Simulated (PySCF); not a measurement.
Al(H)(OH)(nPr) (C3H9AlO), SMILES CC[CH2][AlH][OH]. Atoms are numbered in the order given.

```xyz
14

Al    -0.4402     1.2038     0.5767
H     -2.0060     1.3190     0.8253
O      0.5675     2.5083     1.0358
H      0.2734     3.3297     1.4397
C      0.4377    -0.3464    -0.2328
C     -0.4682    -1.5372    -0.5872
C      0.2820    -2.7096    -1.2213
H      1.2450    -0.6727     0.4515
H      0.9717     0.0054    -1.1374
H     -0.9929    -1.8915     0.3189
H     -1.2696    -1.2072    -1.2734
H      0.7825    -2.4000    -2.1541
H     -0.3934    -3.5467    -1.4636
H      1.0626    -3.0924    -0.5426
```
Charge 0, spin multiplicity 1.

Coordinates come from a B3LYP-D3(BJ)/def2-SVP optimisation. The structure was generated by enumeration; whether it is a known compound was not checked. One conformer was computed; it need not be the lowest.

Method: PBE/pcSseg-1 (PySCF).

GIAO shieldings, no solvent; atoms alike by connectivity are averaged. δ = σ(ref) − σ: ¹H against TMS (σ = 31.49 ppm); ¹⁷O against H2O (σ = 334.3 ppm); ¹³C against TMS (σ = 182.0 ppm), references at their B3LYP-D3(BJ)/def2-TZVP geometries, non-relativistic.

```tsv
atoms	nucleus	count	δ (ppm)
H2	¹H	1	…
H4	¹H	1	3.62
H10, H11	¹H	2	1.70
H12, H13, H14	¹H	3	1.34
H8, H9	¹H	2	…
O3	¹⁷O	1	98.8
C7	¹³C	1	…
C6	¹³C	1	24.6
C5	¹³C	1	…
```

Task: What belongs in the gaps? (An estimate is asked for; the answer gives what the named calculation found.)

Result: 
- C7, δ (ppm): 24.7
- C5, δ (ppm): 15.8
- H8, H9, δ (ppm): 0.55
- H2, δ (ppm): 5.31
